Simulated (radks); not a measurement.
Trend from Rb2+ to Xe2+: ionisation energy by Delta-SCF between NIST ground configurations, and size. Method: Dirac Kohn-Sham, PBEsol, spin-unpolarised, spherical densities, finite nucleus; open shells are shared between the two j in proportion to 2j + 1; Fermi nuclear charge, rms radius of each element as measured or else 0.836 A^(1/3) + 0.57 fm; computed with a radial shooting solver on a logarithmic mesh with Libxc functionals.

species      configuration  configuration of the ion  IE (eV)  NIST (eV)       kind  outermost  <r> outermost (bohr)  r at 0.001 e/bohr^3 (bohr)
Rb2+     [Ar] 3d10 4s2 4p5         [Ar] 3d10 4s2 4p4   40.179     39.247  semi-emp.      4p3/2                  1.65                        3.40
Sr2+                  [Kr]         [Ar] 3d10 4s2 4p5   43.271     42.884       exp.      4p3/2                  1.56                        3.33
Zr2+              [Kr] 4d2                  [Kr] 4d1   22.582     23.170  semi-emp.      4d5/2                  2.01                        3.64
Nb2+              [Kr] 4d3                  [Kr] 4d2   24.694     25.040  semi-emp.      4d5/2                  1.86                        3.64
Mo2+              [Kr] 4d4                  [Kr] 4d3   26.722       27.1  semi-emp.      4d5/2                  1.73                        3.60
Tc2+              [Kr] 4d5                  [Kr] 4d4   28.688     29.550  semi-emp.      4d5/2                  1.62                        3.55
Ru2+              [Kr] 4d6                  [Kr] 4d5   30.607     28.470  semi-emp.      4d5/2                  1.53                        3.48
Rh2+              [Kr] 4d7                  [Kr] 4d6   32.490     31.060  semi-emp.      4d5/2                  1.45                        3.42
Pd2+              [Kr] 4d8                  [Kr] 4d7   34.346     32.930  semi-emp.      4d5/2                  1.38                        3.36
Ag2+              [Kr] 4d9                  [Kr] 4d8   36.180       34.8  semi-emp.      4d5/2                  1.32                        3.30
Cd2+             [Kr] 4d10                  [Kr] 4d9   37.997      37.47       exp.      4d5/2                  1.26                        3.24
In2+         [Kr] 4d10 5s1                 [Kr] 4d10   28.265     28.044       exp.      5s1/2                  2.33                        3.55
Sn2+         [Kr] 4d10 5s2             [Kr] 4d10 5s1   31.014     30.506       exp.      5s1/2                  2.21                        3.68
Sb2+     [Kr] 4d10 5s2 5p1             [Kr] 4d10 5s2   24.472     25.324       exp.      5p3/2                  2.51                        3.87
Te2+     [Kr] 4d10 5s2 5p2         [Kr] 4d10 5s2 5p1   26.987      27.84       exp.      5p3/2                  2.36                        3.92
I2+      [Kr] 4d10 5s2 5p3         [Kr] 4d10 5s2 5p2   29.421      29.57       exp.      5p3/2                  2.23                        3.90
Xe2+     [Kr] 4d10 5s2 5p4         [Kr] 4d10 5s2 5p3   31.812      31.05  semi-emp.      5p3/2                  2.11                        3.86

Reference values: NIST Atomic Spectra Database (exp. = measured, semi-emp. = semi-empirical, theory = theoretical value adopted there). Spin polarisation and multiplet splitting are left out, so open shells lie too high by an amount that depends on their filling. Sharing an open shell by 2j + 1 raises it above the true ground level by a part of the spin-orbit splitting, which enters the differences from NIST.

Beside tabulated values, note that spin-unpolarised runs miss the spin-polarisation part of the exchange energy of open shells.
